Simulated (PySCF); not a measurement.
# Finite-field polarisability of As- (arsenic, charge -1)

[Ar] 3d10 4s2 4p4, high-spin 3P determinant. Computed with PySCF 2.14 in aug-cc-pVQZ-DK (8s7p5d3f2g, 93 functions), with scalar relativity by spin-free X2C-1e. Frozen: [Ar] 3d10. Energy changes in a uniform field (μhartree):

```json
{"axis": "x", "F (au)": "0.0017", "HF": "-102.033", "MP2": "-110.306", "CCSD": "-110.028", "CCSD(T)": "-112.952"}
{"axis": "x", "F (au)": "0.0034", "HF": "-408.438", "MP2": "-441.620", "CCSD": "-440.557", "CCSD(T)": "-452.292"}
{"axis": "y", "F (au)": "0.0012", "HF": "-95.526", "MP2": "-95.965", "CCSD": "-98.549", "CCSD(T)": "-101.508"}
{"axis": "y", "F (au)": "0.0024", "HF": "-384.223", "MP2": "-381.693", "CCSD": "-395.018", "CCSD(T)": "-406.546"}
```

By symmetry the remaining axis equals x.

(1) Derive α along x at CCSD(T) from the two fields.

(2) And the mean polarisability at each level?

The polarisability of an anion needs two sets of diffuse s and p functions; this basis lacks them, so these values show the method and not the converged property.

## Answers

(1) With ΔE = −αF²/2 − γF⁴/24, α = −(16 ΔE(F) − ΔE(2F))/(6F²) = 78.14 bohr³.

(2) The components xx, yy, zz at CCSD(T) are 78.14, 140.9, 78.14, the third axis being equal by symmetry to one of the two computed. Means: HF 91.21, MP2 95.39, CCSD 96.34, CCSD(T) 99.07 bohr³.
